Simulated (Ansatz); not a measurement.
Species: C5H10N, charge 0, multiplicity 2. It need not be the lowest isomer of its formula. 
Coordinates optimised at B3LYP-D3(BJ)/def2-TZVP (Ansatz, a quantum-chemistry and plane-wave program):
```
C
N 1 1.3972
H 2 1.0105 1 114.54
H 2 1.0108 3 110.49 1 131.05
C 1 1.4938 2 120.88 3 171.37
H 5 1.0956 1 113.53 2 -65.27
H 5 1.1044 6 106.33 1 -122.79
C 1 1.4997 2 120.69 3 -40.36
H 8 1.0981 1 112.17 2 -30.07
H 8 1.0989 9 106.10 1 -122.72
C 5 1.5361 6 112.79 7 -120.96
H 11 1.0907 5 113.06 6 80.24
H 11 1.0930 12 107.65 5 121.23
C 11 1.5375 12 112.76 13 121.58
H 14 1.0907 11 112.91 12 -77.97
H 14 1.0929 15 107.32 11 -120.47
```
Charge 0, spin multiplicity 2.

Total electronic energies in hartree. Correlated levels leave the core frozen unless marked. Open shells are spin-unrestricted. No spin-orbit coupling. No relativistic terms. Basis-set limits of correlation are two-point, X^-3; Hartree-Fock from the larger set. The bracket is a focal-point correction in the basis named.

```tsv
level	program	energy (Eh)
HF/cc-pVQZ	Ansatz	-249.67596
BLYP/def2-TZVPD	Ansatz	-251.21424
B3LYP-D3(BJ)/def2-TZVPD	Ansatz + dftd3	-251.37803
HSE06-D4/def2-TZVPD	Ansatz + dftd4	-251.04311
B2GP-PLYP-D3(BJ)/def2-TZVPD	Ansatz + dftd3	-251.06507
B2GP-PLYP/def2-TZVPD	Ansatz	-251.05807
B2PLYP/def2-TZVPD	Ansatz	-251.10827
MP2/cc-pVTZ	Ansatz	-250.70020
SCS-MP2/cc-pVDZ	Ansatz	-250.42922
SCS-MP2/cc-pVTZ	Ansatz	-250.69620
CCSD/STO-3G	Ansatz	-246.94576
CCSD/6-31G	Ansatz	-250.07025
CCSD/6-31G*	Ansatz	-250.42383
CCSD/cc-pVTZ	Ansatz	-250.75443
RI-MP2/CBS(cc-pVTZ,cc-pVQZ)+[CCSD(T)-MP2]/cc-pVTZ	Ansatz	-250.9316
```

Totals of different functionals don't rank their quality; only differences between species are comparable.
